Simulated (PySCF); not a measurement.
**Electron correlation in F⁺ (fluorine, charge +1)**

[He] 2s2 2p4, high-spin 3P determinant. Calculation: PySCF 2.14, in cc-pVTZ (4s3p2d1f, 30 functions); no relativity, point nucleus. Frozen: 1s2; 6 electrons correlated.

MP2 pair energies summed by pair of shells (mhartree):

| pair | energy | share (%) |
| --- | --- | --- |
| 2p-2p | -67.44 | 47.1 |
| 2s-2p | -65.87 | 46.0 |
| 2s-2s | -9.92 | 6.9 |

Total MP2 correlation energy: -143.23 mhartree.

Same-spin part -35.04 and opposite-spin part -108.20 mhartree; SCS-MP2 scales them by 1/3 and 6/5 to -141.51 mhartree.

| level | correlation energy (mhartree) |
| --- | --- |
| CCSD | -158.49 |
| (T) | -2.05 |
| CCSD(T) | -160.54 |

Diagnostics: T1 = 0.0039, D1 = 0.0078, largest double amplitude 0.031.

Is a single reference adequate?

Yes: T1 lies below 0.03 and no double amplitude reaches 0.07.
